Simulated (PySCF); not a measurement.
C₂H₆ClSi, SMILES [Si](Cl)(C)C, doublet, CAM-B3LYP/def2-SVP optimised geometry.

```
10

C      1.64    -0.64     0.00
Si    -0.24    -0.64     0.00
C     -0.94     1.11     0.00
Cl    -0.89    -1.60    -1.74
H      2.04    -1.66    -0.02
H      2.02    -0.13     0.90
H      2.02    -0.10    -0.89
H     -0.58     1.66    -0.89
H     -2.04     1.10    -0.02
H     -0.61     1.65     0.90
```

Density from unrestricted CAM-B3LYP/def2-TZVP run with PySCF 2.14.0 at that geometry.

Minimum of the electron density along straight lines between bonded atoms, close to the bond critical point (lines longer than 1.1 times the sum of covalent radii, or with two minima, are not listed):

| bond | length / Å | ρ at the minimum / e bohr⁻³ | ∇²ρ there / e bohr⁻⁵ | position (fraction from the first atom) |
|---|---|---|---|---|
| C1–Si2 | 1.878 | 0.123 | 0.14 | 0.61 |
| Si2–C3 | 1.878 | 0.123 | 0.14 | 0.39 |
| Si2–Cl4 | 2.091 | 0.093 | 0.18 | 0.36 |
| C1–H5 | 1.099 | 0.269 | -0.90 | 0.64 |
| C1–H6 | 1.101 | 0.267 | -0.88 | 0.64 |
| C1–H7 | 1.103 | 0.266 | -0.87 | 0.64 |
| C3–H8 | 1.103 | 0.266 | -0.87 | 0.64 |
| C3–H9 | 1.099 | 0.269 | -0.90 | 0.64 |
| C3–H10 | 1.101 | 0.267 | -0.88 | 0.64 |
